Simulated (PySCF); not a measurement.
**B⁺ (boron, charge +1) across methods**

[He] 2p2, high-spin 3P determinant (an excited configuration). Computed with PySCF 2.14 in aug-cc-pVQZ, with the non-relativistic Hamiltonian (point nucleus).

```json
{"method": "wB97X-V", "E (hartree)": "-23.9412", "mean ε 1s α (eV)": "-202.66", "mean ε 1s β (eV)": "-202.04", "mean ε 2p α (eV)": "-18.133", "Σ⟨r²⟩ (bohr²)": "8.322", "⟨S²⟩": "2.000"}
{"method": "B3LYP", "E (hartree)": "-23.9593", "mean ε 1s α (eV)": "-200.01", "mean ε 1s β (eV)": "-199.28", "mean ε 2p α (eV)": "-15.552", "Σ⟨r²⟩ (bohr²)": "8.240", "⟨S²⟩": "2.000"}
{"method": "PBE0", "E (hartree)": "-23.9185", "mean ε 1s α (eV)": "-201.18", "mean ε 1s β (eV)": "-200.30", "mean ε 2p α (eV)": "-15.851", "Σ⟨r²⟩ (bohr²)": "8.282", "⟨S²⟩": "2.000"}
{"method": "M06", "E (hartree)": "-23.9540", "mean ε 1s α (eV)": "-201.41", "mean ε 1s β (eV)": "-200.80", "mean ε 2p α (eV)": "-15.652", "Σ⟨r²⟩ (bohr²)": "8.320", "⟨S²⟩": "2.000"}
{"method": "LDA", "E (hartree)": "-23.6711", "mean ε 1s α (eV)": "-191.77", "mean ε 1s β (eV)": "-190.89", "mean ε 2p α (eV)": "-14.574", "Σ⟨r²⟩ (bohr²)": "8.310", "⟨S²⟩": "2.000"}
{"method": "r2SCAN", "E (hartree)": "-23.9438", "mean ε 1s α (eV)": "-196.93", "mean ε 1s β (eV)": "-196.13", "mean ε 2p α (eV)": "-14.933", "Σ⟨r²⟩ (bohr²)": "8.218", "⟨S²⟩": "2.000"}
{"method": "UHF", "E (hartree)": "-23.83504", "mean ε 1s α (eV)": "-222.74", "mean ε 1s β (eV)": "-221.83", "mean ε 2p α (eV)": "-18.993", "Σ⟨r²⟩ (bohr²)": "8.450", "⟨S²⟩": "2.000"}
{"method": "CAM-B3LYP", "E (hartree)": "-23.9285", "mean ε 1s α (eV)": "-201.91", "mean ε 1s β (eV)": "-201.14", "mean ε 2p α (eV)": "-17.129", "Σ⟨r²⟩ (bohr²)": "8.240", "⟨S²⟩": "2.000"}
```

**Question.** Estimate the same row for PBE.

**Answer.** E (hartree) = -23.9245; mean ε 1s α (eV) = -193.75; mean ε 1s β (eV) = -192.89; mean ε 2p α (eV) = -14.666; Σ⟨r²⟩ (bohr²) = 8.271; ⟨S²⟩ = 2.000.
